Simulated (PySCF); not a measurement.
C₂H₇NSi₂, SMILES N#CC[SiH2][SiH3]. Atoms are numbered in the order given.

```xyz
12

N      2.2771    -1.3142     0.8138
C      1.7177    -0.3003     0.8775
C      0.9657     0.9435     0.9026
Si    -0.2939     1.0510    -0.5484
Si    -1.6756    -0.8507    -0.5446
H      1.6562     1.8014     0.8500
H      0.4159     1.0224     1.8553
H     -1.0830     2.3016    -0.3438
H      0.4686     1.1634    -1.8245
H     -2.2864    -1.0048     0.8091
H     -2.7631    -0.6841    -1.5526
H     -0.8752    -2.0642    -0.8686
```
Charge 0, spin multiplicity 1.

Coordinates come from a B3LYP-D3(BJ)/def2-SVP optimisation. The structure was generated by enumeration, and PubChem lists no compound with its InChIKey, so it may never have been made. The values are those of a single conformer.

Two levels are set side by side: PBE/pcSseg-1 (PySCF) and PBE0/pcSseg-1 (PySCF). GIAO shifts against NH3 (¹⁵N), TMS (²⁹Si), TMS (¹H), TMS (¹³C) at the same level; non-relativistic, no solvent, atoms listed together averaged. Differences are taken from unrounded values.

```tsv
quantity	PBE0	PBE	PBE minus PBE0
δ(¹⁵N) of N1 (ppm)	307.6	304.4	-3.2
δ(¹³C) of C2 (ppm)	124.3	119.8	-4.6
δ(¹³C) of C3 (ppm)	-0.1	0.9	1.0
δ(²⁹Si) of Si4 (ppm)	-62.0	-64.2	-2.2
δ(²⁹Si) of Si5 (ppm)	-107.7	-112.7	-5.0
```

Rough cost on one machine, each run with all the roots and properties that it gave: PBE0 against PBE within a factor of 2.
